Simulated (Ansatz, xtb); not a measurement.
## Ranking isomers of C5H5BN2

10 gas-phase structures of C5H5BN2, from a drawn sample of its isomers (lower ones may exist). Each was relaxed with GFN2-xTB:

A. `N#CC1=C(N)C=CB1`, a singlet
B. `N#CC1=CC=C(N)B1`, a singlet
C. `N#CB1C=CC(N)=C1`, a singlet
D. `N#CC1=CC(N)=CB1`, a singlet
E. `N#CC1=CBC=C1N`, a singlet
F. `N#CB1C=CC=C1N`, a singlet
G. `N#CC1=C(N)BC=C1`, a singlet
H. `N#CC1=CC=CB1N`, a singlet
I. `N#CC1=CBC(N)=C1`, a singlet
J. `N#CC1=CB(N)C=C1`, a singlet

Problem. Estimate their order in r2SCAN-D4/def2-SVP energy at these geometries, lowest first.

Solution. Calculated order at r2SCAN-D4/def2-SVP: H (0.000), J (0.199), C (0.976), A (1.256), F (1.300), D (1.490), E (1.494), G (1.648), B (1.706), I (1.960) eV. Less than 1 kcal/mol parts D and E, so the order within that pair means little.

Energies above the lowest of each column, in eV; the last columns are at B3LYP-D3(BJ)/def2-SVP geometries and were run for some of them only (a dash: not run or not comparable):

| structure | GFN2-xTB | HF/STO-3G | r2SCAN-D4/def2-SVP | B3LYP-D3(BJ)/def2-SVP | CCSD(T)/def2-SVP + ΔMP2/def2-TZVPP |
| --- | --- | --- | --- | --- | --- |
| H | 0.000 | 0.000 | 0.000 | 0.000 | 0.000 |
| J | 0.155 | 0.101 | 0.199 | 0.183 | 0.143 |
| C | 1.124 | 1.230 | 0.976 | 0.987 | 1.052 |
| A | 0.601 | 1.537 | 1.256 | – | – |
| F | 1.353 | 1.710 | 1.300 | – | – |
| D | 0.737 | 1.831 | 1.490 | – | – |
| E | 0.790 | 1.842 | 1.494 | – | – |
| G | 0.865 | 1.969 | 1.648 | – | – |
| B | 0.891 | 2.045 | 1.706 | – | – |
| I | 1.071 | 2.289 | 1.960 | – | – |

Every level run on H puts it lowest or level with the lowest. Flexible structures stand in one conformer each, not always the lowest. Frequencies (GFN2-xTB) were run for C, H, J alone. ΔMP2 is the change of the MP2 energy from the smaller to the larger basis.

Over these structures GFN2-xTB departs from r2SCAN-D4/def2-SVP by 0.387 eV on average once a common shift is removed. A GFN2-xTB relaxation took about 0.064 s and the r2SCAN-D4/def2-SVP energy about 2.5 s on a shared host (Ansatz 0.2.0, xtb 6.7.1).
